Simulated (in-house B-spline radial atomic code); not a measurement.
Results of a calculation; reference values are marked as such.
**Softness against transferability: the 5p channel of Te**

Te, [Kr] 4d10 5s2 5p4, non-relativistic LDA (VWN5), spherical and spin-unpolarised, from an all-electron radial atomic-structure program (B-spline basis) (atomic units). The all-electron 5p level is ε = -0.226594 hartree, its outermost node lies just inside 1.03 bohr and its outer maximum at 2.19 bohr.

Troullier-Martins pseudo-orbitals are made for several radii. The cutoffs (hartree) are the plane-wave energies beyond which the orbital holds less than the named kinetic energy per electron. The phase error is the difference, pseudo minus all-electron, of arctan(R P'/P) at R = 3.37 bohr for all radii, half a hartree below and above the level.

```
r_c (bohr)  V_l(0) (hartree)  cutoff for 10 mEh  for 1 mEh  for 0.1 mEh  phase error at ε − 0.5 (mrad)  at ε + 0.5 (mrad)
      1.64             -9.38               15.5         21         51.2                           -0.6               -8.3
      1.91             -0.68               2.16       7.84         17.8                           -0.4               -3.5
      2.19              0.56               3.81       7.37         15.2                           -0.3               -2.9
      2.48             -0.01               2.08       6.62         13.3                           -0.5               -4.2
      2.76             -0.54               1.84       5.51           10                           -0.9               -7.5
      3.07             -0.90               1.77       4.03          6.2                           -1.7              -13.4
```

Question: Which radius needs the lowest cutoff for 0.1 mEh while both phase errors stay within 7.6 mrad?

Answer: The radii within that limit are 1.91, 2.19, 2.48, 2.76 bohr; of these r_c = 2.76 needs the least, 10 hartree, that is 20 Ry or 272 eV.

Question: What does the larger radius buy, and what does it cost?

Answer: From r_c = 1.64 to 3.07 bohr the cutoff for 1 mEh goes from 21 to 4.03 hartree, a factor of 5.21, against 3.50 for a pure 1/r_c² scaling, end to end; step by step it is 21, 7.84, 7.37, 6.62, 5.51, 4.03, and for 0.1 mEh 51.2, 17.8, 15.2, 13.3, 10, 6.2; the number of plane waves goes as the cutoff to the power 3/2, here a factor of 11.9. The larger of the two phase errors is least at r_c = 2.19 bohr, 2.9 mrad; it is 8.3 at the smallest radius and 13.4 at the largest. These errors test the reference atom alone. The smallest radius lies well inside the outer maximum, where the nodeless form must bend sharply to keep the norm, so it is both harder and scatters less well than the next. Large radii also let the cores of neighbours overlap, which an atom doesn't show.
